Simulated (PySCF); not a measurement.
## Ionisation energy of Ru¹⁶⁺ by level of theory

Ru¹⁶⁺ [Ar] 3d10 → Ru¹⁷⁺ [Ar] 3d9 [3d3/2^4 3d5/2^5, M_J = 5/2], as a difference of total energies. Calculation: PySCF 2.14, in an uncontracted even-tempered set (17 s from 1.5 bohr⁻², ratio 2.8; 13 p from 1.9 bohr⁻², ratio 2.8; 8 d from 1.9 bohr⁻², ratio 2.8; 4 f from 10 bohr⁻², ratio 3); the two-component X2C-1e Hamiltonian. Correlated levels: [Ne] frozen; the 76 highest virtual spinors dropped. "Screened" scales the spin-orbit matrix elements by Boettger's factors to mimic the two-electron term; Breit and QED terms are absent.

```json
{"method": "GHF (spin-free)", "ionisation energy (eV)": "672.27"}
{"method": "GMP2 (spin-free)", "ionisation energy (eV)": "673.81"}
{"method": "GHF (screened spin-orbit)", "ionisation energy (eV)": "670.41"}
{"method": "GMP2 (screened spin-orbit)", "ionisation energy (eV)": "671.95"}
```

How much does correlation contribute at GMP2 (screened spin-orbit)?

671.95 − (670.41) = 1.54 eV, measured against GHF (screened spin-orbit).

Breit and QED terms and the two-electron picture change are absent.

The spin-free rows lack the spin-orbit shift.

For comparison: 670 ± 3 eV (theoretical estimate listed by NIST; NIST Atomic Spectra Database, ionization energies).
